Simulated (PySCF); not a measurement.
4-chlorobenzonitrile, C7H4ClN.
Atom-mapped SMILES: `[N:1]#[C:2][c:3]1[cH:4][cH:5][c:6]([Cl:7])[cH:8][cH:9]1` (hydrogens: H10 on C4; H11 on C5; H12 on C8; H13 on C9)

Structure used (PBE0-D3(BJ)/def2-TZVP), in Å, numbered top down from 1:
```xyz
13
C7H4ClN angstrom
N      3.593   -0.680   -0.439
C      2.470   -0.468   -0.302
C      1.079   -0.205   -0.132
C      0.610    1.109   -0.142
C     -0.738    1.364    0.023
C     -1.616    0.304    0.196
Cl    -3.295    0.620    0.401
C     -1.163   -1.008    0.208
C      0.185   -1.261    0.043
H      1.307    1.926   -0.278
H     -1.113    2.379    0.018
H     -1.865   -1.820    0.344
H      0.553   -2.279    0.049
```

All values: wB97X-D/pcSseg-2 (PySCF, non-relativistic), on one gas-phase PBE0-D3(BJ)/def2-TZVP geometry that isn't relaxed in the solvent. The solvent is an IEF-PCM continuum (Bondi radii, 1.10 Å for H, scaled by 1.2). The model holds no explicit solvent molecules, cavitation or dispersion.

Gas phase at wB97X-D/pcSseg-2: HOMO -9.41 eV, LUMO -0.19 eV, dipole 3.13 D.

Q: What does the continuum do to the energy, the frontier levels and the dipole at wB97X-D/pcSseg-2 in chloroform?

A: 
```tsv
solvent	ε	E(solvent) − E(gas) (kJ/mol)	polarisation term (kJ/mol)	distortion of the solute (kJ/mol)	HOMO (eV)	LUMO (eV)	dipole (D)
chloroform	4.711	-20.53	-23.63	3.10	-9.27	-0.04	3.81
```

Polarisation term: ½ Σ q·V over the induced surface charges. Distortion: the rise of the solute's own energy as its density leaves the gas-phase optimum.

Q: Which radius a makes the point-dipole formula ΔE = −[(ε − 1)/(2ε + 1)]·μ²/a³ give the value in chloroform, with the gas-phase dipole?

A: μ = 1.230 au and |ΔE| = 0.00782 Eh give a = 2.17 Å; the farthest nucleus lies 3.68 Å from the centroid of the nuclei, so such a sphere wouldn't even hold the nuclei. The formula assumes a rigid point dipole at the centre of a sphere.

Q: Give the dipole vector in the frame of the coordinates (D, pointing from negative to positive charge), gas and chloroform.

A: Gas (-3.05, 0.58, 0.37), solvent (-3.72, 0.70, 0.45). Its length changes by +22 % and its direction by less than 1°.

wB97X-D is run here without its empirical dispersion term; that term would change no orbital, density or response property at a fixed geometry.
